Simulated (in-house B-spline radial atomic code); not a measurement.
**Ho2+: [Ne] 3s1 3p6 3d10 4s2 4p6 4d10 4f11 5s2 5p6 6s1 (with a hole in an inner shell)**

All numbers are computed (Dirac-Kohn-Sham PBE0, spherical fractional occupations; Fermi nucleus of rms radius 5.2022 fm) with a radial B-spline atomic code at the basis-set limit, not measured.

Screening seen three ways: the hydrogenic charge with the same mean radius, Z_r = [3n² - l(l+1)]/(2<r>), the one with the same energy, Z_e = n√(-2ε), and Slater's rules. Values are occupation-weighted means over j. An effective charge above Z reflects the relativistic contraction of the inner shells.

| shell | electrons | ε (eV) | <r> (bohr) | Z_r | Z_e | Slater |
| --- | --- | --- | --- | --- | --- | --- |
| 1s | 2 | -55647 | 0.02074 | 72.33 | 63.95 | 66.70 |
| 2s | 2 | -9393.8 | 0.08749 | 68.58 | 52.55 | 62.85 |
| 2p | 6 | -8370.4 | 0.07764 | 64.40 | 49.61 | 62.85 |
| 3s | 1 | -2137.2 | 0.2285 | 59.07 | 37.60 | 56.10 |
| 3p | 6 | -1829.2 | 0.227 | 55.08 | 34.78 | 56.10 |
| 3d | 10 | -1410.4 | 0.2065 | 50.85 | 30.54 | 46.85 |
| 4s | 2 | -450.6 | 0.5147 | 46.63 | 23.02 | 40.10 |
| 4p | 6 | -343.8 | 0.5437 | 42.30 | 20.11 | 40.10 |
| 4d | 10 | -194.12 | 0.5874 | 35.75 | 15.11 | 28.85 |
| 5s | 2 | -74.71 | 1.254 | 29.92 | 11.72 | 12.90 |
| 5p | 6 | -48.17 | 1.457 | 25.05 | 9.41 | 12.90 |
| 4f | 11 | -30.132 | 0.7552 | 23.83 | 5.95 | 18.50 |
| 6s | 1 | -16.619 | 3.252 | 16.60 | 6.63 | 4.20 |

The least bound orbital is 6s1/2 at -16.62 eV, and it is also the most diffuse (<r> = 3.252 bohr). The part-filled 3s shell lies below the filled 5p shell in orbital energy.

Spin-orbit splittings of the orbital energies (j = l + 1/2 above j = l - 1/2 when positive): 2p 858.8 eV, 3p 181.9 eV, 3d 39.79 eV, 4p 41.47 eV, 4d 7.668 eV, 5p 5.589 eV, 4f 1.19 eV.

For the 1s electron the small component carries 6.27 % of the norm, the zero-frequency Breit interaction raises the level by 174.5 eV, self-energy by 106.3 eV, and vacuum polarisation lowers it by 18.12 eV.

Caution: exact exchange at fractional occupations of open shells leaves self-interaction of up to several eV.
